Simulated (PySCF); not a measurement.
Species: C₈H₈O.
Atom-mapped SMILES: `[CH3:1][C:2]#[C:3][C@H:4]1[CH:5]=[CH:6][C:7](=[O:8])[CH2:9]1` (hydrogens: H10, H11, H12 on C1; H13 on C4; H14 on C5; H15 on C6; H16, H17 on C9)

The geometry is computed with GFN2-xTB (gas phase).

Problem. List the bond lengths, angles and torsions at this level.

Solution. 
| bond | length (pm) |
| --- | --- |
| C1–C2 | 144.6 |
| C2≡C3 | 119.8 |
| C3–C4 | 145.5 |
| C4–C5 | 150.3 |
| C5=C6 | 133.0 |
| C6–C7 | 147.0 |
| C7=O8 | 120.6 |
| C7–C9 | 152.1 |
| C4–C9 | 153.8 |
| C1–H10, C1–H11, C1–H12 | 109.0 |
| C4–H13 | 109.8 |
| C5–H14 | 107.7 |
| C6–H15 | 107.5 |
| C9–H16 | 109.1 |
| C9–H17 | 109.0 |

Bonds in one row agree within 1 pm and their mean is given. A selection of angles:
| angle | degrees |
| --- | --- |
| C2–C1–H10 | 110.1 |
| H10–C1–H11 | 109.0 |
| C1–C2–C3 | 179.2 |
| C2–C3–C4 | 178.5 |
| C3–C4–C5 | 110.8 |
| C3–C4–C9 | 113.4 |
| C3–C4–H13 | 108.1 |
| C5–C4–C9 | 103.8 |
| C5–C4–H13 | 109.5 |
| C9–C4–H13 | 111.2 |
| C4–C5–C6 | 112.8 |
| C4–C5–H14 | 120.5 |
| C6–C5–H14 | 126.7 |
| C5–C6–C7 | 110.9 |
| C5–C6–H15 | 127.0 |
| C7–C6–H15 | 122.1 |
| C6–C7–O8 | 127.4 |
| C6–C7–C9 | 106.8 |
| O8–C7–C9 | 125.8 |
| C7–C9–H16 | 108.9 |
| C7–C9–H17 | 110.1 |
| C4–C9–C7 | 105.6 |
| C4–C9–H16 | 111.5 |
| C4–C9–H17 | 113.0 |
| H16–C9–H17 | 107.6 |

Torsions: C3–C4–C5–C6 124° (anticlinal); C4–C5–C6–C7 0° (synperiplanar); C5–C6–C7–O8 177° (antiperiplanar); C6–C7–C9–C4 4° (synperiplanar); C3–C4–C9–C7 -124° (anticlinal).

The 5-membered ring C4–C5–C6–C7–C9 has internal angles of 103.8° to 112.8°; it is almost planar, 0.02 Å rms from its mean plane, widest ring torsion 4°. The C–C distances run from 1.198 Å (C2≡C3, drawn triple) to 1.538 Å (C4–C9, drawn single), a spread of 0.340 Å.

Point group: C1 (no symmetry element, even within 0.4 Å). No frequency check.
